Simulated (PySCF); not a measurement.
## `COC(=O)c1ccccn1`: 4 charge schemes on one density

Compound: C₇H₇NO₂.
Structure used (GFN2-xTB), in Å, numbered top down from 1:
```xyz
17
C7H7NO2 angstrom
C      3.3804   -0.3377   -0.0919
O      1.9797   -0.5501   -0.1739
C      1.2132    0.4394    0.2724
O      1.6416    1.4737    0.7271
C     -0.2443    0.1363    0.1533
C     -1.1631    1.0895    0.5871
C     -2.5127    0.8011    0.4741
C     -2.8879   -0.4199   -0.0635
C     -1.8886   -1.2989   -0.4649
N     -0.6021   -1.0337   -0.3620
H      3.6679    0.5402   -0.6751
H      3.8472   -1.2333   -0.4932
H      3.6816   -0.1796    0.9463
H     -0.8029    2.0203    0.9958
H     -3.2564    1.5145    0.7984
H     -3.9284   -0.6861   -0.1697
H     -2.1322   -2.2637   -0.8903
```

Density: PBE0/pcSseg-1 (PySCF); schemes: Mulliken, IAO, Hirshfeld and ESP-fitted. One conformer (not necessarily the lowest) at the GFN2-xTB geometry, without solvent, vibrations or thermal averaging.

Q: Atoms with like bonding are taken together and averaged. Which atoms carry the lowest charge in the Mulliken, IAO, Hirshfeld and ESP-fitted schemes?

A: The schemes don't all agree: Mulliken O2 (-0.442); IAO O4 (-0.478); Hirshfeld O4 (-0.258); ESP-fitted N10 (-0.766).

Q: At which atom do the 4 schemes differ most?

A: At N10: from -0.766 (ESP-fitted) to -0.151 e (Hirshfeld), 0.615 e apart.

Q: Do the Mulliken, IAO, Hirshfeld and ESP-fitted schemes agree on where the charge is highest?

A: All schemes agree: Mulliken C3 (+0.591); IAO C3 (+0.506); Hirshfeld C3 (+0.200); ESP-fitted C3 (+0.622).

Q: What partial charge does each atom carry?

A: In e; atoms taken as equivalent share a row and are averaged (×n: the atom named and its like, n in all):

| atom | environment | Mulliken | IAO | Hirshfeld | ESP-fitted |
| --- | --- | --- | --- | --- | --- |
| C1 | methoxy carbon | -0.026 | -0.213 | -0.033 | -0.232 |
| O2 | ester single-bonded oxygen | -0.442 | -0.309 | -0.092 | -0.289 |
| C3 | ester carbonyl carbon | +0.591 | +0.506 | +0.200 | +0.622 |
| O4 | ester carbonyl oxygen | -0.419 | -0.478 | -0.258 | -0.544 |
| C5 | substituted aromatic carbon | -0.031 | +0.072 | +0.041 | +0.574 |
| C6 | aromatic CH carbon | -0.031 | -0.156 | -0.040 | -0.636 |
| C7 | aromatic CH carbon | 0.000 | -0.123 | -0.027 | +0.362 |
| C8 | aromatic CH carbon | -0.164 | -0.169 | -0.042 | -0.651 |
| C9 | aromatic CH next to a ring nitrogen | +0.151 | -0.010 | +0.020 | +0.601 |
| N10 | pyridine-type nitrogen | -0.400 | -0.254 | -0.151 | -0.766 |
| H11/H12/H13 | methyl hydrogen | +0.122 | +0.156 | +0.051 | +0.140 |
| H14 | aromatic hydrogen | +0.105 | +0.181 | +0.055 | +0.228 |
| H15 | aromatic hydrogen | +0.102 | +0.163 | +0.061 | +0.071 |
| H16 | aromatic hydrogen | +0.102 | +0.164 | +0.059 | +0.222 |
| H17 | aromatic hydrogen | +0.098 | +0.160 | +0.054 | +0.016 |

Mean size of the charges over all atoms: ESP-fitted 0.367 e, IAO 0.201 e, Mulliken 0.178 e, Hirshfeld 0.076 e. Each set sums to the total charge, 0, to within 0.001 e. The Hirshfeld scheme weights the molecular density at each point by an atom's share of the summed free-atom densities.

Q: Sum the charges by element, for elements with more than one atom.

A: 
| element | atoms | Mulliken | IAO | Hirshfeld | ESP-fitted |
| --- | --- | --- | --- | --- | --- |
| C | 7 | +0.490 | -0.094 | +0.120 | +0.640 |
| O | 2 | -0.862 | -0.787 | -0.351 | -0.833 |
| H | 7 | +0.771 | +1.135 | +0.382 | +0.959 |

Q: How many electrons does the Mulliken scheme count on C9?

A: Z − q = 6 − (+0.151) = 5.849.
